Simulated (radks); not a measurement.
Results of a calculation; reference values are marked as such.
Effect of the nuclear size on the rubidium ion Rb3+, [Ar] 3d10 4s2 4p4. Level of theory: Dirac Kohn-Sham, exchange-only LDA, spin-unpolarised, spherical densities, finite nucleus; open shells fill j = l - 1/2 first; Fermi nuclear charge, rms radius 4.2036 fm (a radial shooting solver on a logarithmic mesh with Libxc functionals). The rms radius is varied about that value; shifts are against it.

rms radius (fm),total energy shift (eV),density at nucleus (e/bohr^3),1s1/2 shift (meV),2s1/2 shift (meV),3p1/2 shift (meV),4s1/2 shift (meV)
3.7412,-0.149,5.523e+04,-63.4,-6.47,0.103,-0.140
3.8379,-0.119,5.511e+04,-50.7,-5.18,0.082,-0.112
4.2036,0,5.469e+04,0.000,0.000,0.000,0.000
4.5063,0.106,5.437e+04,45.1,4.61,-0.073,0.100
4.6324,0.153,5.425e+04,64.8,6.62,-0.105,0.144

Slopes of the eigenvalues against <r^2> in GHz/fm^2, as finite differences over the two radii next to the reference (eigenvalue slopes, not the field-shift constants of lines): 1s1/2 4150, 2s1/2 424, 3p1/2 -6.74, 4s1/2 9.21.
